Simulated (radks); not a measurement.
Radial electron density D(r) = 4 pi r^2 rho(r) of an atom or ion with 61 electrons. Method: scalar-relativistic Kohn-Sham, BLYP, spin-unpolarised, spherical densities, finite nucleus; Fermi nuclear charge, rms radius of each element as measured or else 0.836 A^(1/3) + 0.57 fm; computed with a radial shooting solver on a logarithmic mesh with Libxc functionals.

r (bohr),D(r) (e/bohr)
0.002839,17.54
0.003879,27.00
0.005257,39.31
0.007182,54.36
0.009811,69.18
0.0134,79.14
0.01817,80.15
0.02482,73.99
0.0339,71.88
0.04595,84.90
0.06277,104.2
0.08576,101.6
0.1172,81.71
0.1588,84.63
0.2169,91.60
0.2963,57.94
0.4049,36.17
0.5487,43.08
0.7496,30.39
1.024,14.39
1.399,9.341
1.896,5.076
2.59,1.760
3.539,0.7968
4.796,0.4615
6.552,0.1528
8.951,0.02169
12.23,0.001091

What is the nuclear charge?

Answer. Z = 61. The innermost maximum, from 1s, lies near gamma/Z bohr with gamma = sqrt(1 - (Z/c)^2) = 0.895, here 0.0147 bohr (found: 0.0161), and its height grows with Z. The density is that of neutral promethium in [Xe] 4f5 6s2; the configuration itself is not fixed sharply by these data, and Z only to a few units. D(r) has 4 maxima, at r = 0.0161, 0.0713, 0.200, 0.553 bohr, and minima at 0.0308, 0.132, 0.402 bohr, inside which lie 1.94, 11.17, 29.20 electrons.
